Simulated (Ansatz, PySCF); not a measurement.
H$_{2}$BO$_{3}$ (SMILES [O]B(O)O), doublet, geometry from GFN2-xTB. Base run: WB97X/6-31G** run with PySCF.

Geometry (Å):
```xyz
6

O      1.3479    -0.4986     0.0092
B      0.1262    -0.0467     0.0009
O     -0.9465    -0.9156    -0.0015
O     -0.1228     1.3111    -0.0059
H     -1.8132    -0.5062    -0.0077
H     -1.0473     1.5642    -0.0119
```
Charge 0, spin multiplicity 2.
Orbitals are unrestricted.
All else is at PySCF's defaults.

The same geometry, method and basis name were run in Ansatz (an electronic-structure program) and PySCF, at each program's defaults and at the settings that a row names. The base is PySCF at its defaults. Differences at the defaults can come from grids, fitting, cores and function types together.

```tsv
code and settings	ΔE vs base (mEh)	basis functions	E (Eh)	SCF cycles	dipole (D)
PySCF, defaults (exact integrals, its default grid, spherical functions)	0.000	66	-251.71552	12	3.38
Ansatz, defaults (factorised integrals, its default grid, Cartesian functions)	-2.929	70	-251.71845	-	-
PySCF, density fitting with def2-universal-jkfit	-0.041	66	-251.71556	12	3.38
PySCF, fine grid	-0.007	66	-251.71553	12	3.38
Ansatz, high accuracy, Cartesian functions as the basis file defines them	-2.934	70	-251.71846	-	-
```

Open shells are given as the SCF converged; they aren't shown to be the lowest states, and a large step between rows can be another state.
